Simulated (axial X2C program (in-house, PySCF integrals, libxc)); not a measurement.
Which molecule has these constants?

All values come from calculations with an in-house all-electron X2C program for linear molecules (integrals from PySCF), spin-free (one-electron X2C) or two-component (2c: spin–orbit coupling with atomic mean-field Coulomb and Gaunt terms, which also bring small scalar terms), in Dyall basis sets with cores contracted in-house; open shells are unrestricted.

A two-component PBE0 calculation in a Dyall 3-zeta basis gave Re = 2.347 Å, ωe = 309.7 cm⁻¹, dipole magnitude 4.84 D, Ω = 1.

Question: Which molecule is it?
A. VCl
B. VBr
C. VF

Answer: B. The others have VF 1.768 Å and 692.8 cm⁻¹ (Ω = 1); VCl 2.200 Å and 413.6 cm⁻¹ (Ω = 1).

Each entry is the lowest single determinant of a limited PBE0 search at one distance. De goes to single-determinant-based atoms at the same level (for ions the charge split of lowest energy) and is withheld (n/a) where an atom does not fit its ground term or J level. Main or longest-lived isotopes. One determinant is a doubtful description, or other states lie close, for VBr, VF, VCl; these need not be ground states, and all values refer to the states named. Some open-shell Ω = 0 determinants are out of reach, so the Ω given for VBr, VF, VCl need not be the lowest component. With several unpaired electrons the Ω given is that of one determinant, not necessarily of the lowest component. The functionals have no current term, which raises determinants with orbital currents.
